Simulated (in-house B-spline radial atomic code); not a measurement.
Solving the quasi-particle equation for 5s of neutral cadmium

Configuration [Kr] 4d10 5s2, start Hartree-Fock; correlation leaves out the 3 deepest shells. Computed with a B-spline radial code for spherical atoms: all electrons, scalar-relativistic (spin-free one-electron X2C), finite nucleus, each spin shell either full or empty, empty states to l = 9 with an (l + 1/2)⁻⁴ tail; G0W0 by contour deformation at full frequency.

At the mean-field level ε = -7.653 eV the matrix elements are Σx = -10.657 eV, v_xc = -10.657 eV and Σc(ε) = -1.375 eV, and the slope of the correlation self-energy is dΣc/dω = -0.0561. The quasi-particle energy solves E = ε + Σx − v_xc + Σc(E).

Problem. What does the linearised equation give?

Solution. Z = 1/(1 − dΣc/dω) = 1/1.0561 = 0.9469. The first-order shift is Σx − v_xc + Σc(ε) = -10.657 − (-10.657) + (-1.375) = -1.375 eV, so E ≈ ε + Z × shift = -7.653 + 0.9469 × (-1.375) = -8.955 eV.

Problem. How does that compare with the full solution and with static screening?

Solution. Solving the equation at full frequency dependence gives E = -8.953 eV, where Σc = -1.300 eV and the weight is 0.944; the linearised value is off by 2 meV. Leaving Z out would give -9.028 eV. Static COHSEX puts -2.528 eV in place of Σc and gives -10.181 eV, 1.23 eV deeper. The tabulated removal energy is 8.994 eV (NIST, measured); the run leaves out spin-orbit coupling, Breit and QED terms.
